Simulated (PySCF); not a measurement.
Ranking problems on computed properties.

All species are isolated and taken at one optimised geometry, non-relativistic unless stated; the electronic structure was computed with PySCF and density fitting.

Dipoles, sizes and rotational constants follow the conformer. The torsions of the flexible species, by atom-mapped SMILES:
- `[CH2:1]=[CH:2]/[CH:3]=[CH:4]/[CH2:5][CH2:6][C-:7]([C:8]#[N:9])[C:10]#[N:11]`: C1–C2–C3–C4 -178°, C3–C4–C5–C6 101°, C4–C5–C6–C7 179°, C5–C6–C7–C8 87°
- `[CH3:1][C:2](=[O:3])[C@@H:4]([CH3:5])[C:6]([Cl:7])([Cl:8])[Cl:9]`: C1–C2–C4–C5 124°, C2–C4–C6–Cl7 56°
- `[CH3:1][CH:2]([CH3:3])[CH:4]1[CH2:5][CH2:6][CH2:7]1`: C1–C2–C4–C5 171°
- `[CH2:1]=[C:2]([CH3:3])[C:4]1=[CH:5][CH:6]=[C:7]([Cl:8])[SiH2:9]1`: C1–C2–C4–C5 179°
- `[CH3:1][P@@H:2](=[O:3])[c:4]1[cH:5][cH:6][cH:7][cH:8][cH:9]1`: C1–P2–C4–C5 -116°
- `[CH3:1][S:2][c:3]1[cH:4][cH:5][s:6][c:7]1[S:8](=[O:9])(=[O:10])[Cl:11]`: C1–S2–C3–C4 -3°, S6–C7–S8–O9 -151°
- `[CH:1]#[C:2][SiH2:3][C@H:4]([SiH3:5])[CH2:6][C:7]([F:8])([F:9])[F:10]`: C2–Si3–C4–Si5 67°, Si3–C4–C6–C7 -178°, C4–C6–C7–F8 165°
- `[CH3:1][C:2]([CH3:3])=[CH:4][CH:5]([CH3:6])[CH3:7]`: C2–C4–C5–C6 120°

The conformers of `CCC1CCCC1` and `CC[C@@H]1C[C@H](C(F)F)[C@@H]2O[C@H]12` aren't listed.

Question: Rank by smallest rotational constant, lowest first (GFN2-xTB).
A. `C=C/C=C/CC[C-](C#N)C#N`
B. `CC(C)C1CCC1`
C. `C=C(C)C1=CC=C(Cl)[SiH2]1`
D. `CC(=O)[C@@H](C)C(Cl)(Cl)Cl`

Answer: A (0.356 GHz), C (0.517 GHz), D (0.769 GHz), B (1.429 GHz).

Question: Rank by HOMO–LUMO gap, highest first (PBE0/pcSseg-1 at GFN2-xTB geometries).
A. `C[P@@H](=O)c1ccccc1`
B. `CC(C)C1CCC1`
C. `C(F)([C@@H]1[C@H]2[C@H](O2)[C@@H](C1)CC)F`
D. `CCC1CCCC1`
E. `CSC1=C(S(=O)(=O)Cl)SC=C1`

Answer: D (10.04 eV), B (9.62 eV), C (9.20 eV), A (6.68 eV), E (4.70 eV).

Question: Rank by dipole moment, highest first (PBE0/pcSseg-1 at GFN2-xTB geometries).
A. `CC(C)C1CCC1`
B. `CC(=O)[C@@H](C)C(Cl)(Cl)Cl`
C. `CSc1ccsc1S(=O)(=O)Cl`
D. `C[P@@H](=O)c1ccccc1`
E. `C=C(C)C1=CC=C(Cl)[SiH2]1`

Answer: C (6.70 D), D (4.16 D), B (3.23 D), E (1.96 D), A (0.02 D).

Question: Rank by HOMO energy, highest first (PBE0/pcSseg-1 at GFN2-xTB geometries).
A. `CC(C)=CC(C)C`
B. `CSc1ccsc1S(=O)(=O)Cl`
C. `C#C[SiH2][C@H]([SiH3])CC(F)(F)F`
D. `CC(=O)[C@@H](C)C(Cl)(Cl)Cl`
E. `CCC1CCCC1`

Answer: A (-6.68 eV), B (-6.79 eV), D (-7.61 eV), C (-8.37 eV), E (-8.65 eV).

Q: Give the two extremes of that set in hartree.

A: `CCC1CCCC1`: -0.318 Eh; `CC(C)=CC(C)C`: -0.246 Eh.
